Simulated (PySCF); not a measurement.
AlHO, SMILES [OH][Al] (connectivity only; charge and spin as stated), neutral, multiplicity 1.

The structure is a stationary point at B3LYP-D3(BJ)/def2-TZVPD.

Two levels are set side by side: TDA-PBE/def2-TZVPD (PySCF) and TDA-LC-ωPBE/def2-TZVPD (PySCF). Vertical, same geometry. The lowest singlet is HOMO→LUMO+2 92 % with PBE and HOMO→LUMO 98 % with the other functional; states are paired by order. Differences are taken from unrounded values.

```csv
quantity,TDA-LC-ωPBE
lowest singlet excitation (eV),5.61
lowest triplet excitation (TDA) (eV),2.94
first bright state (f over 0.05) (eV),5.61
its oscillator strength,0.55
```

Question: What does TDA-PBE give, and how far is it from TDA-LC-ωPBE? (Estimate from the structure and the level; the computed values follow.)

Answer: 
```json
[
 {"quantity": "lowest singlet excitation (eV)", "TDA-PBE": "5.56", "TDA-PBE minus TDA-LC-ωPBE": "-0.05"},
 {"quantity": "lowest triplet excitation (TDA) (eV)", "TDA-PBE": "3.21", "TDA-PBE minus TDA-LC-ωPBE": "0.27"},
 {"quantity": "first bright state (f over 0.05) (eV)", "TDA-PBE": "5.56", "TDA-PBE minus TDA-LC-ωPBE": "-0.05"},
 {"quantity": "its oscillator strength", "TDA-PBE": "0.21", "TDA-PBE minus TDA-LC-ωPBE": "-0.34"}
]
```

Rough cost on one machine, each run with all the roots and properties that it gave: TDA-LC-ωPBE against TDA-PBE within a factor of 2.
